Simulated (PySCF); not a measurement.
CH8ClNSi2, SMILES C[Si@@H](Cl)N[SiH3].

Coordinates come from a PBE-D3(BJ)/def2-SVP optimisation. The structure was generated by enumeration; whether it is a known compound was not checked. Other conformers were not sampled.

The numbers are results of PySCF with PBE/def2-TZVP, not measurements.

The molecule is in vacuum.

Computed frontier levels, gap, dipole moment and polarisability:
- highest occupied level: -6.46 eV
- lowest empty level: -0.76 eV
- orbital gap: 5.70 eV
- dipole moment: 1.77 D
- quadrupole, principal values (traceless, Buckingham form, about the centre of nuclear charge): -6.57, 0.24, 6.33 D·Å
- mean static polarisability: 85.5 bohr³ (12.67 Å³)
- polarisability, principal values: 75.9, 84.8, 95.8 bohr³
